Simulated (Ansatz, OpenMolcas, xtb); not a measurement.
Ligand exchange: H2Se + SiH3Cl → SiH3(SeH) + HCl

Species: H2Se (hydrogen selenide) `[SeH2]`, singlet; SiH3Cl (chlorosilane) `[SiH3]Cl`, singlet; SiH3(SeH), singlet; HCl (hydrogen chloride), singlet. The partners trade H for SiH3: Se–H and Cl–SiH3 bonds give way to Se–SiH3 and Cl–H.

Shapes, held fixed at every level: PBE0-D4/def2-TZVP. Programs: Ansatz 0.2.0, OpenMolcas 26.06, xtb 6.7.1. A level may come from different programs for different species; with the same settings they agree closely. The zero-point and thermal change to 298 K, harmonic and unscaled (PBE0-D4/def2-TZVP), is +0.6 kJ/mol.

```json
{"level": "GFN2-xTB", "kind": "semi-empirical", "ΔH(298 K) (kJ/mol)": "+48.5", "less CCSD(T)/def2-TZVPP": "+15.5"}
{"level": "HF/def2-SVP", "kind": "Hartree–Fock", "ΔH(298 K) (kJ/mol)": "+43.5", "less CCSD(T)/def2-TZVPP": "+10.5"}
{"level": "SPW92/def2-TZVPP", "kind": "LDA", "ΔH(298 K) (kJ/mol)": "+29.2", "less CCSD(T)/def2-TZVPP": "-3.8"}
{"level": "B3LYP/6-31G* (spherical functions)", "kind": "global hybrid", "ΔH(298 K) (kJ/mol)": "+41.3", "less CCSD(T)/def2-TZVPP": "+8.3"}
{"level": "wB97M-V/def2-TZVPP", "kind": "range-separated hybrid", "ΔH(298 K) (kJ/mol)": "+36.4", "less CCSD(T)/def2-TZVPP": "+3.4"}
{"level": "wB97X-V/def2-TZVPP", "kind": "range-separated hybrid", "ΔH(298 K) (kJ/mol)": "+36.2", "less CCSD(T)/def2-TZVPP": "+3.2"}
{"level": "CCSD/def2-TZVPP", "kind": "coupled cluster or CI", "ΔH(298 K) (kJ/mol)": "+34.3", "less CCSD(T)/def2-TZVPP": "+1.3"}
{"level": "CCSD(T)/def2-TZVPP", "kind": "coupled cluster or CI", "ΔH(298 K) (kJ/mol)": "+33.0", "less CCSD(T)/def2-TZVPP": "0.0"}
```

The highest level, CCSD(T)/def2-TZVPP, gives ΔH(298 K) = +33.0 kJ/mol; the levels span +29.2 to +48.5. The column of differences is taken from that level and isn't an error. No measured value is set beside it here. Relativity is left out for Se. Outer-core shells of Se are correlated, in sets that cover them unevenly.
